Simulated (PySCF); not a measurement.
SMILES [C](=CCl)Cl, doublet (PBE0/def2-SVP optimised geometry):

```
5

Cl    -0.959    -1.862     0.000
C     -1.234    -0.227     0.000
C     -0.502     0.870     0.000
Cl     1.234     0.870     0.000
H     -0.959     1.862     0.000
```

Computed with PySCF with unrestricted PBE0/def2-TZVP.

Problem. What are the frontier orbital energies (α orbitals alone; a β orbital can be the lowest empty one) and the dipole moment?

Solution. HOMO-2 -9.25 eV, HOMO-1 -7.64 eV, HOMO -7.57 eV, LUMO -0.51 eV, LUMO+1 0.53 eV; dipole moment 0.68 D.

On the same geometry unrestricted PBE/def2-TZVP (PySCF 2.14.0) gives HOMO-2 -7.76 eV, HOMO-1 -6.36 eV, HOMO -6.15 eV, LUMO -1.45 eV, LUMO+1 -0.62 eV; dipole moment 0.55 D.

Meta-Löwdin charges at PBE0/def2-TZVP: Cl1 0.11, C2 -0.08, C3 -0.16, Cl4 -0.03, H5 0.16.
